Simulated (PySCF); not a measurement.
**Low-lying terms of Ca (calcium, neutral)**

Ground state [Ar] 4s2, ¹S. All numbers are calculated (PySCF 2.14, scalar relativity by spin-free X2C-1e, in x2c-SVPall with two added diffuse shells of s type (7s3p2d, 26 functions)). Vertical excitation energies in eV without spin-orbit coupling; excited terms of each kind are numbered among those the solver found. Frozen: [Ne] 3s2.

| term | leading excitation | EOM-EE-CCSD | measured centre of gravity (NIST) |
| --- | --- | --- | --- |
| 1 3P° | 4s → p | 2.358 | 1.892 (4s4p) |
| 1 3D | 4s → d | 3.441 | n/a |
| 1 1D | 4s → d | 3.631 | n/a |
| 1 1P° | 4s → p | 3.796 | 2.933 (4s4p) |
| 1 3S | 4s → s | 3.939 | 3.910 (4s5s) |
| 1 1S | 4s → s | 4.157 | 4.131 (4s5s) |
| 2 3S | 4s → s | 4.947 | n/a |
| 2 1S | 4s → s | 5.024 | n/a |

Only the lower part of the computed list is shown. Doubly excited terms such as np² are absent. The solver can miss terms. Rydberg members are limited by the diffuse functions of the basis.
